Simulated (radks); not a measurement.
Polarisability of the silicon ion Si2+, [Ne] 3s2, at imaginary frequency. Method: scalar-relativistic Kohn-Sham, LB94 model potential, spin-polarised, spherical densities, finite nucleus; Fermi nuclear charge, rms radius 3.1224 fm; computed with a radial shooting solver on a logarithmic mesh with Libxc functionals. Response by self-consistent Sternheimer equations with the Hartree and adiabatic LDA kernel, the relativistic mass of each level held fixed and spin-orbit coupling left out.

w (hartree)  alpha1(iw) (bohr^3)  alpha2(iw) (bohr^5)
0.00266                    10.65                32.45
0.0143                     10.63                32.44
0.0360                     10.56                32.36
0.0697                     10.33                32.12
0.118                      9.778                31.50
0.186                      8.730                30.20
0.280                      7.117                27.75
0.413                      5.160                23.74
0.605                      3.309                18.22
0.892                      1.910                12.12
1.35                       1.023                6.863
2.12                      0.5235                3.279
3.59                      0.2580                1.294
6.94                      0.1095               0.3902
17.5                     0.02654              0.06884

Static values: alpha1 = 10.65 bohr^3 (1.578 angstrom^3; uncoupled 18.10), alpha2 = 32.45 bohr^5, alpha3 = 158.6 bohr^7. C6 = 34.66, C8 = 666.5, triple-dipole C9 = 271.8 atomic units. One-pole (London) frequency 4 C6 / (3 alpha1^2) = 0.408 hartree, against 1.251 for minus the highest occupied eigenvalue.
